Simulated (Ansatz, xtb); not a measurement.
# Relative energy of two isomers of C4H6N2OSe

We compare a, `CCOc1nc[se]n1`, a singlet, with b, `C[Se]c1[nH]ncc1O`, a singlet. Both are isolated molecules in the gas phase, relaxed with r2SCAN-D4/def2-SVP; the shapes shown needn't be the lowest conformers.

a (Å):

```json
{"atom": "C", "x (Å)": "0.7520", "y (Å)": "1.9629", "z (Å)": "-0.7668"}
{"atom": "C", "x (Å)": "-0.2599", "y (Å)": "1.0723", "z (Å)": "-1.4438"}
{"atom": "C", "x (Å)": "-1.3884", "y (Å)": "-0.9415", "z (Å)": "-0.9969"}
{"atom": "C", "x (Å)": "-2.4760", "y (Å)": "-2.8155", "z (Å)": "-0.6454"}
{"atom": "N", "x (Å)": "-1.6134", "y (Å)": "-1.9951", "z (Å)": "-0.1386"}
{"atom": "N", "x (Å)": "-1.9928", "y (Å)": "-0.8325", "z (Å)": "-2.1587"}
{"atom": "O", "x (Å)": "-0.5129", "y (Å)": "-0.0359", "z (Å)": "-0.5688"}
{"atom": "Se", "x (Å)": "-3.0877", "y (Å)": "-2.2678", "z (Å)": "-2.3371"}
{"atom": "H", "x (Å)": "0.9764", "y (Å)": "2.8298", "z (Å)": "-1.4060"}
{"atom": "H", "x (Å)": "1.6887", "y (Å)": "1.4173", "z (Å)": "-0.5782"}
{"atom": "H", "x (Å)": "0.3669", "y (Å)": "2.3305", "z (Å)": "0.1962"}
{"atom": "H", "x (Å)": "-1.2120", "y (Å)": "1.5942", "z (Å)": "-1.6430"}
{"atom": "H", "x (Å)": "0.1020", "y (Å)": "0.6865", "z (Å)": "-2.4127"}
{"atom": "H", "x (Å)": "-2.8112", "y (Å)": "-3.7280", "z (Å)": "-0.1419"}
```

b (Å):

```yaml
atoms:
  - { symbol: C, position_ang: [1.1180, -1.5133, 3.8299] }
  - { symbol: C, position_ang: [0.0101, -0.8453, 1.2454] }
  - { symbol: C, position_ang: [-0.3555, -2.0213, -0.6164] }
  - { symbol: C, position_ang: [0.6563, -1.6344, 0.2923] }
  - { symbol: N, position_ang: [-1.3017, -0.8225, 0.8468] }
  - { symbol: N, position_ang: [-1.5416, -1.5068, -0.2649] }
  - { symbol: O, position_ang: [1.9748, -1.9326, 0.3207] }
  - { symbol: Se, position_ang: [0.6737, 0.0643, 2.7522] }
  - { symbol: H, position_ang: [0.2096, -2.0793, 4.0735] }
  - { symbol: H, position_ang: [1.5882, -1.1427, 4.7517] }
  - { symbol: H, position_ang: [1.8306, -2.1363, 3.2739] }
  - { symbol: H, position_ang: [-2.0543, -0.3320, 1.3183] }
  - { symbol: H, position_ang: [-0.2721, -2.6419, -1.5106] }
  - { symbol: H, position_ang: [2.1836, -2.4762, -0.4495] }
```

Quicker runs give these differences E(b) − E(a): GFN2-xTB +0.830 eV; HF/STO-3G +0.568 eV (at GFN2-xTB geometries); r2SCAN-D4/def2-SVP//GFN2-xTB +0.392 eV.

Q: Estimate E(b) − E(a) at the level CCSD(T)/def2-SVP + ΔMP2/def2-TZVPP.

A: Calculated at CCSD(T)/def2-SVP + ΔMP2/def2-TZVPP: E(b) − E(a) = +0.510 eV, so structure a lies lower.

Level by level:

| level | geometry | E(b) − E(a) (eV) | departure from the last row (eV) | job, with rough time for the two |
| --- | --- | --- | --- | --- |
| GFN2-xTB | GFN2-xTB | +0.830 | +0.320 | optimisation, 0.22 s |
| HF/STO-3G | GFN2-xTB | +0.568 | +0.058 | single point, 0.56 s |
| r2SCAN-D4/def2-SVP//GFN2-xTB | GFN2-xTB | +0.392 | −0.118 | single point, 4.7 s |
| r2SCAN-D4/def2-SVP | r2SCAN-D4/def2-SVP | +0.378 | −0.132 | optimisation, 57 s |
| HF/def2-SVP | r2SCAN-D4/def2-SVP | +0.492 | −0.018 | part of the CCSD(T) run |
| MP2/def2-SVP | r2SCAN-D4/def2-SVP | +0.211 | −0.299 | part of the CCSD(T) run |
| CCSD(T)/def2-SVP | r2SCAN-D4/def2-SVP | +0.432 | −0.078 | single point |
| CCSD(T)/def2-SVP + ΔMP2/def2-TZVPP | r2SCAN-D4/def2-SVP | +0.510 |  | single point, 2.7 min |

As drawn, b has 2 C–Se, 1 N∷N, 2 C∷C, 1 N–H, 1 O–H in place of 1 C–C, 1 C–O, 1 C∷N, 1 C∷Se, 1 N∷Se, 2 C–H (∷ is an aromatic bond).

The levels shown agree on the order. The largest departure from CCSD(T)/def2-SVP + ΔMP2/def2-TZVPP is that of GFN2-xTB, 0.320 eV. The last row adds to CCSD(T) the change of the MP2 difference between the two basis sets, here +0.078 eV.

With thermal terms from frequencies at re-optimised GFN2-xTB minima (ideal gas, soft modes damped towards free rotors, one conformer each, 298.15 K, 1 atm): the zero-point term adds −0.037 eV; ΔH is +0.491 and ΔG +0.462 eV.

The correlated steps freeze 16 core orbitals; the filled d shell of Se is correlated, in a basis made for valence electrons. Programs: Ansatz 0.2.0, xtb 6.7.1; the last row on 4 threads of Arm Neoverse V2 on a shared host.
